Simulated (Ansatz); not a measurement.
Reaction (ligand exchange at the Si–N bond): `BN([SiH3])C=C` + `N=CCl` → `[SiH3]/N=C/Cl` + `BNC=C`

Isolated molecules relaxed with PBE0-D4/def2-TZVP in Ansatz; ΔE leaves out vibrations. CCSD(T)/CBS adds triple-zeta CCSD(T) − MP2 to the extrapolated MP2 energy (def2 sets, frozen cores). This one scheme is used for every species. DFT in def2-TZVPP. B3LYP here is the variant with VWN-RPA as its local correlation; programs differ in this. Each species was taken in one conformer, which may not be the lowest.

CCSD(T)/CBS gives -12.2 kJ/mol.

(1) Another level gave -21.4 kJ/mol. Which?
A. revPBE/def2-TZVPP
B. ωB97X-V/def2-TZVPP
C. B3LYP-D4/def2-TZVPP
D. HF/def2-TZVPP

Largest T1 diagnostic among the species: 0.013.

Results:

(1) C. B3LYP-D4 -21.4, HF/def2-TZVPP -25.9, revPBE -30.4, ωB97X-V -15.8 kJ/mol.

The D4 term adds +7.7 kJ/mol with B3LYP and +4.1 kJ/mol with PBE0; it sums over pairs of atoms, weighted by their polarisabilities, and B3LYP, whose exchange is more repulsive, gets the larger term. From PBE to PBE0 (25 % exact exchange), in def2-TZVPP and without D4, ΔE moves by +3.3 kJ/mol. Leaving LDA and LC-ωPBE aside and taking each functional with its dispersion term where it has one, the values, not all of them listed here, spread over 7.6 kJ/mol, from B2PLYP to ωB97M-V. LDA lies +6.7 kJ/mol from PBE without D4.
